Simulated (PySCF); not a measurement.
Screening by computed properties: pick the candidate that meets the target.

Species are written as SMILES; each is one conformer at its optimised geometry, gas phase, non-relativistic unless stated. Electronic properties by PySCF.

The conformers computed, where there is a choice (atom-mapped SMILES and torsion angles):
- `[CH3:1][N-:2][CH:3][c:4]1[n:5][n:6][cH:7][nH:8]1`: C1–N2–C3–C4 180°, N2–C3–C4–N5 180°
- `[CH2:1]=[CH:2][O:3]/[CH:4]=[C:5]/[C:6]([F:7])=[C:8]([F:9])[F:10]`: C1–C2–O3–C4 -1°, C2–O3–C4–C5 -3°, C4–C5–C6–F7 -82°
- `[F:1][CH:2][c:3]1[cH:4][cH:5][c:6]([F:7])[s:8]1`: F1–C2–C3–C4 0°
- `[F:1][C:2]([F:3])=[C:4]([F:5])[C:6]12[CH2:7][C:8]([CH2:9]1)[CH2:10]2`: C2–C4–C6–C7 3°

Problem. Wanted: isotropic g value above 2.004 (unrestricted B3LYP/pcH-1, mean-field spin–orbit) and smallest rotational constant above 0.7 GHz (GFN2-xTB), at GFN2-xTB geometries. Which candidate meets both?
A. `C=CO/C=[C]/C(F)=C(F)F` [radical]
B. `C[N-][CH]c1nnc[nH]1` [radical]
C. `FC(F)=C(F)C12C[C](C1)C2` [radical]
D. `F[CH]c1ccc(F)s1` [radical]

Solution. D. Computed values:
```
                          species  isotropic g value  smallest rotational constant
FC(F)=C(F)C12C[C](C1)C2 [radical]            2.00263                     0.811 GHz
  C=CO/C=[C]/C(F)=C(F)F [radical]            2.00310                     0.631 GHz
    C[N-][CH]c1nnc[nH]1 [radical]            2.00329                     1.027 GHz
        F[CH]c1ccc(F)s1 [radical]            2.00423                     0.868 GHz
```
